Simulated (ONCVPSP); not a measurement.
## Which change was made? (O, ONCV)

- Element: oxygen
- Generator: ONCVPSP 4.0.1
- Type: optimised norm-conserving Vanderbilt (ONCV)
- Functional: PBEsol
- Relativity: scalar-relativistic
- Frozen core: [He]
- Valence charge: 6
- Reference configuration: 2s2 2p3.75 (charge +0.25)
- Partial waves: 2s: rc 0.60 bohr, ncon 5, nbas 9, qcut 10.1 1/bohr, 2 projectors, debl 0.4 Ha; 2p: rc 1.80 bohr, ncon 3, nbas 7, qcut 9.7 1/bohr, 2 projectors, debl 1.2 Ha; d scattering state at 0.42 Ha: rc 1.90 bohr, ncon 3, nbas 7, qcut 5.1 1/bohr, 1 projector
- Local potential: polynomial inside 0.40 bohr (lpopt 1, dvloc0 0 Ha)
- Core correction: none

In the s channel the program set the typed energies aside and used -1.007, 0.250 Ha.

Cutoffs, loose and tight: the cutoffs (Ha) at which the residual kinetic energy of the hardest occupied pseudo-wave falls to 1 and 0.1 mHa per electron. They do not see the model core or the augmentation charge, which bear on the density cutoff. Test errors are all-electron minus pseudo excitation energies from the reference, over the configurations 2s2 2p4; 2s2 2p3; 2s2 2p2; 2s2 2p3.5; variants that change the core or the reference have their own tests.

The base gives: outcome: generated, projector energies reset by the program; cutoff, loose: 549 Ha; cutoff, tight: 645 Ha; bound ghosts: s; GHOST(+) flags above zero: s, d; largest test error (meV): +291.

**Question.** After one change the result is: outcome: generated, projector energies reset by the program; cutoff, loose: 43 Ha; cutoff, tight: 55 Ha; bound ghosts: none; GHOST(+) flags above zero: d; largest test error (meV): +288. Which change was it?
A. p: rc 2.06
B. p: qcut 6.4
C. s: rc 0.8

**Answer.** C. The others give: p: rc 2.06 → outcome: generated, projector energies reset by the program; cutoff, loose: 549 Ha; cutoff, tight: 645 Ha; bound ghosts: s; GHOST(+) flags above zero: s, d; largest test error (meV): +471 | p: qcut 6.4 → outcome: generated, projector energies reset by the program; cutoff, loose: 549 Ha; cutoff, tight: 645 Ha; bound ghosts: s; GHOST(+) flags above zero: s, p, d; largest test error (meV): +672.
